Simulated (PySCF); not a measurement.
**Shifts of the heteroatoms**

Bonds (- single, = double, # triple, : aromatic): C1-C2, C2-F3, C2-C4, C4-C5, C5#N6, C4=C7, C7-Si8, C7-C9, C9#N10. C1 carries H11, H12, H13; C2 carries H14; Si8 carries H15, H16, H17. Stereochemistry as in C[C@H](F)/C(C#N)=C(/[SiH3])C#N.

- PBE0/pcSseg-1 with gauge-including orbitals
- GFN2-xTB geometry
- code: PySCF 2.14.0 with density-fitted response routines
- fast rotation and ring inversion assumed for equivalent nuclei, non-relativistic Hamiltonian, no solvent, one conformer

Task: Predict the ¹⁹F NMR data.

Result: 
```csv
atoms,environment,σ (ppm),δ (ppm)
F3,fluorine on an sp3 carbon,366.1,-169.7
```

Shieldings were converted by a linear fit to measured shifts: ¹⁹F: δ = 146.13 − 0.903σ +14.6 on sp3 carbon (rms 6.0 ppm, 223 shifts, 7.0 ppm with the 5 outliers that the fit left out vs CFCl3, solution or neat liquid). A few per cent of atoms miss by over 2 rms, more outside the fitted compound classes.

On a 600 MHz spectrometer ¹⁹F resonates near 564.6 MHz, so 1 ppm is 564.6 Hz.

Task: Where does ²⁹Si resonate?

Result: 
| atoms | environment | σ (ppm) | δ (ppm) |
| --- | --- | --- | --- |
| Si8 | silicon bonded to C, 3 H | 414.4 | -60.6 |

Shieldings were converted by a linear fit to measured shifts: ²⁹Si: δ = 279.94 − 0.822σ (rms 8.9 ppm, 72 shifts, 25.8 ppm with the 6 outliers that the fit left out vs TMS, solution or neat liquid). A few per cent of atoms miss by over 2 rms, more outside the fitted compound classes.

On a 600 MHz spectrometer ²⁹Si resonates near 119.2 MHz, so 1 ppm is 119.2 Hz.

Task: What are the ¹⁵N shifts?

Result: 
```csv
atoms,environment,σ (ppm),δ (ppm)
N10,nitrile nitrogen,-88.8,-66.2
N6,nitrile nitrogen,-81.6,-72.9
```

Shieldings were converted by a linear fit to measured shifts: ¹⁵N: δ = -148.07 − 0.921σ (rms 6.3 ppm, 71 shifts vs CH3NO2, solution or neat liquid). Occasional misses reach two or three times the rms, and more in compound classes unlike the fitted ones.

On a 400 MHz spectrometer ¹⁵N resonates near 40.5 MHz, so 1 ppm is 40.5 Hz.
